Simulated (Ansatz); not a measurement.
Relaxation of Au10O5 (charge 0, singlet) with RKS PBE-D4/def2-SVP in Ansatz.

Positions (Å) and forces (eV/Å) at steps 20, 21, 22, 23, 24, 25, 26 of 26:

```xyz
15
step=20 energy=-47164.1432 eV
Au    3.755    0.053   -0.410    0.081    0.022    0.039
Au    5.701    1.278    0.907   -0.108   -0.026   -0.020
Au    1.537    1.661   -1.242    0.047    0.017   -0.147
Au    0.648    3.919    0.881   -0.021    0.024    0.037
Au   -7.316    0.680   -0.066    0.012   -0.018   -0.009
Au    1.027   -4.645    0.674   -0.008    0.069    0.023
Au   -1.384   -2.398    0.189    0.075   -0.028    0.035
Au   -4.379   -0.818    0.114   -0.015   -0.011   -0.001
Au    1.221   -1.526   -0.310   -0.017   -0.038    0.048
Au    3.682    2.843    0.236    0.037   -0.031   -0.013
O    -5.534    0.560    0.762    0.007    0.042    0.015
O    -3.177   -2.188   -0.468   -0.011   -0.022    0.003
O     1.995   -0.297   -1.675   -0.080    0.037    0.064
O     0.406   -2.762    1.121    0.002    0.017   -0.120
O     1.819    3.639   -0.711    0.000   -0.056    0.045
15
step=21 energy=-47164.1573 eV
Au    3.687    0.012   -0.443    0.038    0.095    0.049
Au    5.593    1.148    1.006   -0.083   -0.016   -0.054
Au    1.530    1.718   -1.344    0.079   -0.062    0.148
Au    0.645    3.911    0.894    0.017   -0.019   -0.021
Au   -7.269    0.680   -0.087    0.014   -0.012    0.002
Au    1.116   -4.581    0.716    0.019   -0.002    0.006
Au   -1.364   -2.414    0.205    0.013    0.038    0.034
Au   -4.355   -0.832    0.138   -0.018    0.015    0.011
Au    1.202   -1.475   -0.344   -0.064   -0.024   -0.012
Au    3.669    2.792    0.255   -0.063   -0.057   -0.009
O    -5.491    0.582    0.753    0.037   -0.020   -0.022
O    -3.171   -2.231   -0.422   -0.008   -0.020    0.014
O     1.926   -0.258   -1.751   -0.011    0.062   -0.038
O     0.448   -2.710    1.116   -0.013    0.032   -0.060
O     1.836    3.657   -0.691    0.044   -0.010   -0.047
15
step=22 energy=-47164.1657 eV
Au    3.651    0.001   -0.464    0.072    0.046    0.052
Au    5.533    1.079    1.050   -0.050   -0.010   -0.036
Au    1.533    1.738   -1.348    0.010   -0.029    0.015
Au    0.657    3.930    0.879    0.010   -0.006   -0.011
Au   -7.243    0.676   -0.098    0.007   -0.004    0.008
Au    1.172   -4.547    0.729    0.003    0.008    0.001
Au   -1.361   -2.416    0.225    0.015   -0.041    0.014
Au   -4.347   -0.847    0.152   -0.015    0.004    0.039
Au    1.180   -1.456   -0.385   -0.046   -0.021    0.004
Au    3.645    2.758    0.294   -0.007   -0.007   -0.002
O    -5.461    0.599    0.736    0.029   -0.023   -0.042
O    -3.182   -2.275   -0.376    0.009    0.027    0.008
O     1.893   -0.233   -1.798   -0.029    0.058    0.011
O     0.470   -2.683    1.102   -0.028    0.054   -0.060
O     1.861    3.675   -0.697    0.019   -0.054   -0.003
15
step=23 energy=-47164.1689 eV
Au    3.631    0.000   -0.459    0.047    0.000    0.021
Au    5.513    1.051    1.064   -0.008   -0.005   -0.002
Au    1.536    1.751   -1.350   -0.003   -0.008   -0.028
Au    0.674    3.939    0.875   -0.001    0.005    0.004
Au   -7.229    0.668   -0.098    0.002    0.002    0.007
Au    1.204   -4.519    0.737    0.009   -0.001    0.002
Au   -1.371   -2.443    0.227   -0.001    0.025    0.029
Au   -4.345   -0.861    0.163   -0.005    0.011    0.012
Au    1.152   -1.440   -0.411    0.022   -0.006    0.011
Au    3.644    2.748    0.308    0.007    0.016   -0.001
O    -5.435    0.617    0.712    0.023   -0.032   -0.028
O    -3.201   -2.312   -0.347    0.007   -0.007    0.011
O     1.878   -0.216   -1.813   -0.050    0.029    0.007
O     0.470   -2.664    1.089   -0.053    0.005   -0.051
O     1.881    3.682   -0.699    0.005   -0.034    0.007
15
step=24 energy=-47164.1628 eV rejected
Au    3.615   -0.005   -0.445   -0.049   -0.019   -0.026
Au    5.508    1.030    1.073   -0.001    0.016    0.003
Au    1.534    1.761   -1.346   -0.006    0.035    0.015
Au    0.697    3.959    0.881    0.009    0.005   -0.017
Au   -7.277    0.605    0.027    0.026    0.004   -0.030
Au    1.257   -4.494    0.717   -0.026    0.000    0.011
Au   -1.386   -2.460    0.250    0.035   -0.057   -0.068
Au   -4.332   -0.854    0.116   -0.017   -0.053   -0.032
Au    1.126   -1.433   -0.411   -0.008    0.033   -0.006
Au    3.657    2.747    0.311    0.056   -0.039    0.021
O    -5.376    0.691    0.537   -0.030    0.033    0.058
O    -3.221   -2.361   -0.295   -0.100    0.033    0.019
O     1.831   -0.201   -1.813    0.054   -0.020    0.006
O     0.452   -2.668    1.084    0.112    0.019    0.051
O     1.915    3.683   -0.686   -0.055    0.011   -0.005
15
step=25 energy=-47164.1705 eV
Au    3.616   -0.005   -0.459   -0.006   -0.006   -0.007
Au    5.497    1.018    1.081    0.010    0.005    0.004
Au    1.536    1.768   -1.355    0.009    0.012    0.000
Au    0.694    3.956    0.878    0.002    0.005   -0.002
Au   -7.238    0.641   -0.063   -0.012    0.007   -0.008
Au    1.241   -4.494    0.737   -0.007    0.004    0.001
Au   -1.383   -2.458    0.239   -0.005   -0.017   -0.002
Au   -4.344   -0.874    0.156   -0.005    0.002    0.011
Au    1.130   -1.424   -0.426    0.010   -0.001    0.000
Au    3.654    2.740    0.316    0.006   -0.002    0.001
O    -5.399    0.652    0.637    0.023   -0.031   -0.005
O    -3.224   -2.362   -0.301   -0.004    0.024    0.004
O     1.848   -0.195   -1.827   -0.010   -0.004    0.001
O     0.466   -2.651    1.076    0.001    0.007   -0.001
O     1.907    3.688   -0.691   -0.011   -0.005    0.004
15
step=26 energy=-47164.1709 eV
Au    3.621   -0.004   -0.463   -0.002   -0.005    0.000
Au    5.505    1.023    1.072    0.006    0.001    0.001
Au    1.538    1.768   -1.352   -0.004    0.001   -0.001
Au    0.695    3.959    0.880    0.001    0.004    0.000
Au   -7.236    0.650   -0.080    0.004    0.004    0.001
Au    1.230   -4.497    0.740    0.000   -0.002    0.001
Au   -1.383   -2.457    0.237    0.000   -0.002    0.004
Au   -4.348   -0.879    0.161   -0.006    0.003    0.003
Au    1.134   -1.426   -0.422    0.001    0.008    0.000
Au    3.657    2.742    0.313    0.003    0.001    0.000
O    -5.409    0.637    0.655    0.000   -0.014   -0.008
O    -3.222   -2.357   -0.309   -0.001    0.005    0.000
O     1.850   -0.196   -1.823   -0.003    0.001   -0.002
O     0.464   -2.651    1.079    0.000   -0.001   -0.002
O     1.905    3.689   -0.689   -0.001   -0.004    0.002
```

In the def2 sets Au takes a core potential; there is no spin–orbit coupling. The restricted singlet is unstable towards broken spin symmetry at other levels; at PBE-D4/def2-SVP this wasn't settled. The structure comes from a short search, and lower isomers may exist.
